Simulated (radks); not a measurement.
Values are calculated unless marked as measured or tabulated.
Isoelectronic series with 11 electrons, each ion in its NIST ground configuration. Level of theory: non-relativistic Kohn-Sham, LDA (Slater exchange, Perdew-Wang correlation), spin-polarised, spherical densities, point nucleus; open shells are filled with parallel spins first (a radial shooting solver on a logarithmic mesh with Libxc functionals). Total energies (hartree) and orbital eigenvalues (Ry) (* marks an orbital that is empty in some or all of the ions):

[
 {"ion": "Al2+", "configuration": "[Ne] 3s1", "E (hartree)": "-240.40178", "3s down*": "-1.66018", "3s up": "-1.80364", "2p down": "-6.62966"},
 {"ion": "P4+", "configuration": "[Ne] 3s1", "E (hartree)": "-335.88417", "3s down*": "-4.16368", "3s up": "-4.37356", "2p down": "-13.26842"},
 {"ion": "Cl6+", "configuration": "[Ne] 3s1", "E (hartree)": "-447.84547", "3s down*": "-7.59303", "3s up": "-7.86806", "2p down": "-21.94793"},
 {"ion": "K8+", "configuration": "[Ne] 3s1", "E (hartree)": "-576.26976", "3s down*": "-11.92891", "3s up": "-12.26911", "2p down": "-32.64814"},
 {"ion": "Sc10+", "configuration": "[Ne] 3s1", "E (hartree)": "-721.14957", "3s down*": "-17.16355", "3s up": "-17.56928", "2p down": "-45.36061"},
 {"ion": "V12+", "configuration": "[Ne] 3s1", "E (hartree)": "-882.48086", "3s down*": "-23.29313", "3s up": "-23.76481", "2p down": "-60.08098"},
 {"ion": "Mn14+", "configuration": "[Ne] 3s1", "E (hartree)": "-1060.26126", "3s down*": "-30.31555", "3s up": "-30.85361", "2p down": "-76.80675"},
 {"ion": "Co16+", "configuration": "[Ne] 3s1", "E (hartree)": "-1254.48931", "3s down*": "-38.22955", "3s up": "-38.83438", "2p down": "-95.53639"}
]
